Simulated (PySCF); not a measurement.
**Static response to an electric field**

Compound: C₄H₄F₄S.
Geometry (PBE0-D3(BJ)/def2-SVP, Å), atoms numbered from 1 in this order:
```xyz
13
C4H4F4S angstrom
C      1.7650   -0.8111   -0.8844
S      0.6822    0.5864   -1.2906
C     -0.4145    0.5888    0.0900
C     -0.3439    1.5145    1.0528
F      0.5925    2.4321    1.0925
C     -1.5343   -0.4115    0.1203
F     -1.0672   -1.6665    0.1184
F     -2.2931   -0.2760    1.2163
F     -2.3313   -0.2888   -0.9378
H      2.2831   -0.6396    0.0690
H      2.5081   -0.8532   -1.6933
H      1.2090   -1.7565   -0.8538
H     -1.0584    1.5854    1.8779
```

Level: CAM-B3LYP/def2-SVPD (PySCF), static field, nuclei fixed, core orbitals frozen in the response. The polarisability tensor in these axes (au):

```
x   72.51 -2.95 -8.06
y   -2.95 72.80 10.00
z   -8.06 10.00 72.14
```

Give the principal values, the mean and the anisotropy Δα = √{½[(α1 − α2)² + (α2 − α3)² + (α1 − α3)²]}.

Principal values 60.89, 69.74 and 86.82 au; mean 72.49 au = 10.74 Å³ = 11.95 × 10⁻⁴⁰ C²·m²/J; Δα = 22.83 au (32 % of the mean).

What is the dipole moment, and where does it point?

(1.28, -0.19, 1.09) D, 1.69 D in size, pointing from the negative to the positive side. Measured along this direction, the outermost atoms are F9 at the negative end and H10 at the positive end.

What would n − 1 = 2πNα be for an ideal gas of these molecules at 400 K and 1 atm, electronic part alone?

N = p/kT = 1.8347 × 10¹⁹ cm⁻³, so n − 1 = 2π × N × 10.74 × 10⁻²⁴ cm³ = 1238 × 10⁻⁶ at long wavelengths.

Form Σ f/ω² (atomic units) for the 6 lowest TDDFT singlets, given as eV and f, and set it beside the mean polarisability, which is this sum over all singlets: 4.85, 0.0116; 6.19, 0.0019; 6.59, 0.0059; 6.89, 0.3361; 7.32, 0.0090; 7.45, 0.0152.

They add up to 6.07 au, 8.4 % of the 72.49 au; the largest single term is 5.24 au, from the state at 6.89 eV. Terms in order: 0.37, 0.04, 0.10, 5.24, 0.12, 0.20 au. Higher excitations give the rest. The strengths listed sum to 0.380.

Along which axes do the principal values lie, and how far do the nuclei extend along each?

Largest value along (-0.49, 0.57, 0.66), where the nuclei span 5.49 Å; middle along (0.78, 0.62, 0.04), 4.06 Å; least along (0.38, -0.54, 0.75), 2.72 Å. The response follows the extents in order.

Rayleigh depolarisation ratio (linearly polarised light, static tensor)?

ρ = 3Δα²/(45ᾱ² + 4Δα²) = 1564.3/(236436 + 2085.7) = 0.00656.

Find the Langevin capture rate constant for NH4+ (18.034 u) meeting this molecule (159.997 u), k = 2.342 × 10⁻⁹ cm³/s × √(α in Å³ / reduced mass in u).

The reduced mass is 16.21 u, so k = 1.91 × 10⁻⁹ cm³/s. The formula leaves out the permanent dipole, which adds to the capture rate.

One conformer (not necessarily the lowest) at the PBE0-D3(BJ)/def2-SVP geometry, without solvent, vibrations or thermal averaging.

The run behind these numbers computed excited states as well. Rough CPU time on one thread of a shared machine: about 2.4 min.
